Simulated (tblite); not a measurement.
Input of a run (GFN2-xTB geometry optimisation, gas phase (tblite 0.8.0)), started from a force field or distance geometry:
```
{"job": {"kind": "relax", "xc": "GFN2-xTB", "basis": "xTB"}, "charge": 0, "multiplicity": 1}
C     -3.853300     0.059300     0.493000
C     -3.101000    -0.903000    -0.035200
C     -1.660700    -0.686000    -0.179900
N     -1.081800     0.498300     0.173600
C      0.239500     0.382400    -0.082300
O      1.166800     1.378800     0.142700
Si     2.842100     1.108800    -0.257200
N      3.514500    -0.213500     0.762100
N      0.405000    -0.850900    -0.607100
O     -0.744700    -1.486200    -0.660000
H     -4.927400    -0.165300     0.586700
H     -3.449100     1.012100     0.803200
H     -3.551400    -1.858500    -0.316800
H      3.585500     2.346300     0.053300
H      2.959000     0.744200    -1.669400
H      4.547300    -0.248700     0.640900
H      3.102800    -1.106100     0.441400
```

Output (eV, eV/Å):
```
step      E/eV     max force
  0    -837.02490    3.523
  1    -837.44377    2.060
  2    -837.64083    0.870
  3    -837.70691    0.854
  4    -837.76454    0.552
  5    -837.80296    0.708
  6    -837.86252    0.681
  7    -837.91716    0.647
  8    -837.94894    0.367
  9    -837.96104    0.261
 10    -837.96713    0.176
 11    -837.97091    0.155
 12    -837.97391    0.131
 13    -837.97630    0.118
 14    -837.97835    0.103
 15    -837.98012    0.111
 16    -837.98146    0.069
 17    -837.98231    0.065
 18    -837.98281    0.055
 19    -837.98315    0.041
 20    -837.98347    0.052
 21    -837.98395    0.078
 22    -837.98467    0.087
 23    -837.98554    0.087
 24    -837.98641    0.076
 25    -837.98725    0.066
 26    -837.98822    0.079
 27    -837.98938    0.084
 28    -837.99030    0.078
 29    -837.99079    0.061
 30    -837.99111    0.052
 31    -837.99139    0.052
 32    -837.99169    0.049
 33    -837.99193    0.039
 34    -837.99208    0.025
 35    -837.99222    0.026
 36    -837.99240    0.038
 37    -837.99268    0.052
 38    -837.99302    0.049
 39    -837.99335    0.047
 40    -837.99359    0.042
 41    -837.99381    0.040
 42    -837.99407    0.047
 43    -837.99449    0.049
 44    -837.99503    0.060
 45    -837.99556    0.051
 46    -837.99587    0.056
 47    -837.99606    0.052
 48    -837.99629    0.039
 49    -837.99665    0.049
 50    -837.99697    0.048
 51    -837.99716    0.045
 52    -837.99732    0.043
 53    -837.99752    0.035
 54    -837.99781    0.039
 55    -837.99811    0.044
 56    -837.99833    0.041
 57    -837.99851    0.041
 58    -837.99872    0.041
 59    -837.99898    0.040
 60    -837.99923    0.042
 61    -837.99939    0.030
 62    -837.99950    0.028
 63    -837.99960    0.025
 64    -837.99970    0.040
 65    -837.99984    0.048
 66    -838.00001    0.038
 67    -838.00020    0.031
 68    -838.00039    0.031
 69    -838.00056    0.040
 70    -838.00071    0.036
 71    -838.00083    0.022
 72    -838.00092    0.021
 73    -838.00101    0.029
 74    -838.00114    0.044
 75    -838.00134    0.050
 76    -838.00156    0.040
 77    -838.00171    0.030
 78    -838.00177    0.024
 79    -838.00182    0.025
 80    -838.00189    0.028
 81    -838.00201    0.030
 82    -838.00215    0.035
 83    -838.00227    0.036
 84    -838.00239    0.031
 85    -838.00255    0.037
 86    -838.00277    0.040
 87    -838.00303    0.053
 88    -838.00324    0.050
 89    -838.00337    0.039
 90    -838.00346    0.024
 91    -838.00352    0.019
 92    -838.00358    0.020
 93    -838.00363    0.023
 94    -838.00367    0.021
 95    -838.00371    0.015
 96    -838.00375    0.019
 97    -838.00380    0.020
 98    -838.00385    0.019
 99    -838.00390    0.017
100    -838.00393    0.013
101    -838.00396    0.016
102    -838.00399    0.016
103    -838.00405    0.025
104    -838.00411    0.036
105    -838.00418    0.041
106    -838.00429    0.040
107    -838.00443    0.031
108    -838.00456    0.022
109    -838.00462    0.013
110    -838.00465    0.011
111    -838.00466    0.010
112    -838.00468    0.010
113    -838.00471    0.012
114    -838.00475    0.009
```

**Question.** Summarise the run.

**Answer.** The energy falls by 22.6 kcal/mol over 114 L-BFGS steps, the largest force on an atom goes from 3.52 to 0.009 eV/Å, and the atoms move by 0.284 Å rms after alignment. Among the bonds, C5–O6, O6–Si7 and Si7–N8 change most and about equally (-0.087 to -0.086 Å). Bonds longer at the end by more than 0.005 Å: 3 of 17; shorter: 11. Among the angles that change most is Si7–N8–H16, from 109.3° to 120.4°. Among the dihedrals that turn most is H14–Si7–N8–H17, from -171° to 148°. The energy never rose by more than 1e-5 eV on the way. The first step brought 43 % of the lowering.

**Question.** What are the final bond lengths?

**Answer.** C1=C2 1.328 Å, C2–C3 1.441 Å, C3–N4 1.303 Å, N4–C5 1.362 Å, C5–O6 1.293 Å, O6–Si7 1.656 Å, Si7–N8 1.714 Å, C5–N9 1.314 Å, N9–O10 1.365 Å, C3–O10 1.340 Å, C1–H11 1.076 Å, C1–H12 1.076 Å, C2–H13 1.080 Å, Si7–H14 1.454 Å, Si7–H15 1.466 Å, N8–H16 1.006 Å, N8–H17 1.010 Å. Numbering counts from 1 in the input's order; the species is `C=Cc1nc(O[SiH2]N)no1`.

Time: 1.5 s. Hardware: one thread of an Arm Neoverse N1, shared host with 64 logical CPUs at a one-minute load of 62.

Its GFN2-xTB frequencies are all real (lowest 34 cm⁻¹). One conformer, not necessarily the lowest. 3 starts were optimised and ended at 0.00, 0.78 and 1.69 kcal/mol (GFN2-xTB); the lowest of these is shown.

The numbers are calculated, not measured.
